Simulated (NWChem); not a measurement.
Species: diiodomethane (CH2I2); SMILES ICI

```xyz
5

I      1.8134     0.0000     0.0763
C      0.0000     0.0000    -1.0563
I     -1.8134     0.0000     0.0763
H      0.0000     0.9029    -1.6746
H      0.0000    -0.9029    -1.6746
```
Atoms are numbered in this order, from 1.

All runs: NWChem. Structure relaxed at the PBE0/def2-SVP level. Not confirmed as a minimum by frequencies. def2 effective core potentials on I; no spin-orbit coupling. Level: PBE/def2-SVP with COSMO at NWChem's default radii, gas-phase geometry; rows give the dielectric constant.

| dielectric constant | electrostatic solvation energy (kcal/mol) | dipole in solution (D) |
|---|---|---|
| 2.4 | ? | ? |
| 20.7 | -3.1 | 1.53 |
| 25.0 | -3.1 | 1.53 |
| 37.5 | -3.1 | 1.54 |
| 46.7 | -3.1 | 1.54 |

Some entries are withheld; supply them.


- 2.4, electrostatic solvation energy (kcal/mol): -1.8
- 2.4, dipole in solution (D): 1.32
